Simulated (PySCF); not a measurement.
Species: C7H10N2.
SMILES with atom numbers: `[CH3:1][N:2]([CH3:3])[c:4]1[cH:5][cH:6][n:7][cH:8][cH:9]1`

Structure used (GFN2-xTB), in Å, numbered top down from 1:
```xyz
19
C7H10N2 angstrom
C     -1.7187   -1.3456    0.4132
N     -1.0925   -0.1648   -0.1274
C     -1.8977    0.8007   -0.8331
C      0.2467    0.0376    0.0286
C      0.8932    1.1756   -0.4826
C      2.2519    1.3236   -0.2944
N      3.0182    0.4556    0.3482
C      2.4145   -0.6184    0.8337
C      1.0654   -0.8786    0.7100
H     -1.5998   -1.3931    1.5002
H     -1.2924   -2.2540   -0.0234
H     -2.7823   -1.3285    0.1888
H     -1.8643    1.7779   -0.3410
H     -1.5564    0.9198   -1.8662
H     -2.9321    0.4666   -0.8542
H      0.3518    1.9363   -1.0193
H      2.7636    2.1954   -0.6835
H      3.0577   -1.3161    1.3558
H      0.6633   -1.7807    1.1393
```

NICS is the negative of the GIAO shielding at a point without a nucleus: at the ring centre (0) and 1 Å above and below it (1); zz is the component along the ring normal. Level: GIAO PBE0/pcSseg-1 (PySCF, non-relativistic, gas phase) on the GFN2-xTB geometry, one conformer.

Ring bond lengths (Å), with Mayer bond orders in brackets: C4–C5 1.405 (1.32), C5–C6 1.380 (1.45), C6–N7 1.324 (1.48), N7–C8 1.324 (1.48), C8–C9 1.380 (1.45), C9–C4 1.405 (1.32).

**Question.** Give the NICS values of each ring in ppm.

**Answer.** 
| ring | type | NICS(0) | NICS(1), two faces | NICS(1)zz, two faces | rms pucker (Å) | centre to ring atoms, mean (Å) |
| --- | --- | --- | --- | --- | --- | --- |
| C4–C5–C6–N7–C8–C9 | 6-membered ring with N; formal bonds all aromatic | -7.2 | -10.2 / -10.2 | -24.8 / -24.8 | 0.00 | 1.37 |

**Question.** What can be read from them?

**Answer.** 
- C4–C5–C6–N7–C8–C9: mean NICS(1)zz -24.8 ppm, shielded, aromatic by this magnetic criterion (flat ring, no four-coordinate atom).

**Question.** And the bond-length index? HOMA = 1 − mean of α(R − Ropt)² over the ring bonds, with Krygowski's 1993 parameters (CC: Ropt 1.388 Å, α 257.7 Å⁻²; CN: Ropt 1.334 Å, α 93.52 Å⁻²).

**Answer.** 
- C4–C5–C6–N7–C8–C9: HOMA 0.97; the largest term is that of C4–C5, α(R − Ropt)² = 0.08. The geometric and the magnetic index point the same way.

**Question.** What is the mean of the two in-plane components of NICS at the second NICS(1) probe listed for ring C4–C5–C6–N7–C8–C9, 1 Å off the ring?

**Answer.** The isotropic value is a third of the trace: (3 × -10.2 − (-24.8))/2 = -2.9 ppm.
